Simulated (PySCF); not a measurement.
# Computed structure and properties of EuCl3(H2O)

System: EuCl3(H2O) (singlet in the valence; each metal's 4f electrons, 6 of them, lie in its core potential, out of spins and levels); start: template (Cs). Method: PySCF 2.14.0, RKS PBE0, Eu lcecp-1-SVP with ECP52, Cl def2-SVP, O def2-SVP, H def2-SVP; non-relativistic Hamiltonian with scalar-relativistic core potentials where named; density fitting; no spin-orbit coupling.

Input of the relaxation:

```python
mol = gto.M(atom='''
Eu    -0.09749     0.09749    -0.09749
Cl     1.43011     1.62509     1.43011
Cl    -1.62509    -1.43011     1.43011
Cl     1.43011    -1.43011    -1.62509
O     -1.53219     1.53219    -1.53219
H     -1.87289     2.41729    -1.32839
H     -1.87289     1.32839    -2.41729''',
    basis={'Eu': 'lcecp-1-SVP', 'Cl': 'def2-SVP', 'O': 'def2-SVP', 'H': 'def2-SVP'},
    ecp={'Eu': 'lcecp-1-SVP'},
    charge=0, spin=0)
mf = dft.RKS(mol, xc='PBE0')
mf.grids.atom_grid = (50, 194)  # f atoms: unpruned, at least (60, 302)
mf = mf.density_fit()  # fitting sets: Eu AutoAux, Cl def2-universal-JKFIT, O def2-universal-JKFIT, H def2-universal-JKFIT
mf.conv_tol = 1e-08; mf.max_cycle = 55
mf.kernel(dm0)  # dm0: converged density of the start geometry
# quasi-Newton relaxation in Cartesian coordinates to a largest gradient under 0.00045 Eh/bohr, steps kept in the point group
```

Run from Python with OMP_NUM_THREADS=2; the lines above give its settings. Where DIIS fails, smearing, a level shift and second-order steps follow.
It took 2.1 min on 2 threads of Intel(R) Xeon(R) Platinum 8259CL CPU @ 2.50GHz (Skylake/Cascade Lake), with other jobs on the host, from the converged density of the start.

Course of the relaxation:

| step | energy above end (eV) | largest force component within the symmetry (eV/Å) |
| --- | --- | --- |
| 0 | 0.4444 | 0.948 |
| 1 | 0.1825 | 0.504 |
| 2 | 0.0792 | 0.198 |
| 3 | 0.0621 | 0.129 |
| 4 | 0.0200 | 0.126 |
| 5 | 0.0100 | 0.124 |
| 6 | 0.0029 | 0.024 |
| 7 | 0.0024 | 0.013 |
| 11 | 0.0007 | 0.049 |
| 12 | 0.0003 | 0.037 |
| 13 | 0.0002 | 0.026 |
| 14 | 0.0002 | 0.067 |
| 15 | 0.0000 | 0.011 |
| 16 | 0.0000 | 0.008 |
(The steps between are left out.)

Relaxed geometry (Cs):

```xyz
7

Eu   -0.0270   -0.0534    0.0534
Cl    1.0846    1.9058    1.1997
Cl   -1.7475   -1.3548    1.3548
Cl    1.0846   -1.1997   -1.9058
O    -1.3686    1.3641   -1.3641
H    -1.5832    2.2899   -1.1884
H    -1.5832    1.1884   -2.2899
```

```csv
contact,Å
Eu1–Cl2 (Cl),2.527
Eu1–Cl3 (Cl),2.519
Eu1–Cl4 (Cl),2.527
Eu1–O5 (H2O),2.412
```

On the finer grid (75, 302):

| Property | Result |
| --- | --- |
| HOMO | -8.41 eV |
| LUMO | -1.45 eV |
| Dipole about the centre of mass | 5.78 D |
| Set of Mulliken populations of Eu1 outside the core potential | s 2.25, p 6.40, d 1.41, f 0.06 |
| D3(BJ) dispersion energy (not in the energies) | -0.176 eV |

| atom | Mulliken (e) | Löwdin (e) | spin (e) |
| --- | --- | --- | --- |
| Eu1 | 0.88 | -0.09 | 0.00 |
| Cl2 | -0.36 | -0.07 | 0.00 |
| Cl3 | -0.36 | -0.06 | 0.00 |
| Cl4 | -0.36 | -0.07 | 0.00 |
| O5 | -0.29 | 0.01 | 0.00 |
| H6 | 0.25 | 0.14 | 0.00 |
| H7 | 0.25 | 0.14 | 0.00 |

The 4f levels lie in the core potential and are missing. Their spin isn't counted.

On the grid (50, 194), as all that follows. Harmonic modes: 1 unstable but soft, so probably a saddle point, though modes this soft are near the noise (counted below −25 cm⁻¹); lowest -39 cm⁻¹ (negative: unstable), highest 3932 cm⁻¹, zero-point energy 0.731 eV.

Taking off one Cl (charge -1, singlet; the rest: singlet) in vacuum, both parts rigid, costs 8.90 eV; the small basis without counterpoise inflates it. Most of it is the attraction of opposite charges; other ways to part are cheaper, and one spin state was tried for the rest.

Rigid scan of Cl along the line from its metal:

distance to Cl2 (Å), energy (eV) and a bar:
```
     2.23      0.750 #######
     2.33      0.291 ###
     2.43      0.064 #
     2.53      0.000 
     2.63      0.051 
     2.73      0.180 ##
     2.93      0.578 #####
     3.23      1.309 ############
     3.63      2.261 #####################
     4.13      3.243 ##############################
```

Taking off one H2O (charge 0, singlet; the rest: singlet) in vacuum, both parts rigid, costs 1.51 eV; the small basis without counterpoise inflates it.

Rigid scan of H2O along the line from its metal:

| distance to O5 (Å) | energy (eV) |
| --- | --- |
| 2.11 | 0.422 |
| 2.21 | 0.158 |
| 2.31 | 0.033 |
| 2.41 | 0.000 |
| 2.51 | 0.026 |
| 2.61 | 0.087 |
| 2.81 | 0.259 |
| 3.11 | 0.533 |
| 3.51 | 0.829 |
| 4.01 | 1.075 |

One start shape was tried, so this needn't be the lowest isomer.

An lcecp potential fixes the number of 4f electrons, so in runs with it no electron can move into or out of that shell.
